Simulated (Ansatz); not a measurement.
CH₄BFN₂, SMILES `FB1NCN1` at its PBE0-D4/def2-TZVP geometry, where that method's forces vanish. Charge 0, multiplicity 1.

```xyz
9

F    -2.1390   -0.0956   -1.1580
B    -0.9766   -0.0436   -0.5287
N    -0.3134   -0.9400    0.3638
C     0.7777    0.0348    0.4211
N     0.0687    0.9290   -0.4963
H    -0.1659   -1.9330    0.3732
H     1.7275   -0.3338    0.0184
H     0.9327    0.4526    1.4217
H     0.0883    1.9295   -0.4152
```

Question: What forces (eV/Å) does ωB97M-V/def2-TZVPP give on these atoms in Ansatz? (An estimate is asked.)

Answer: Computed: 
```
F1  -0.203 -0.009 -0.110
B2   0.052  0.002  0.029
N3  -0.099 -0.290  0.069
C4   0.403  0.018  0.218
N5  -0.016  0.285 -0.132
H6  -0.011  0.053 -0.001
H7  -0.104  0.036  0.042
H8  -0.019 -0.041 -0.108
H9  -0.003 -0.053 -0.007
```
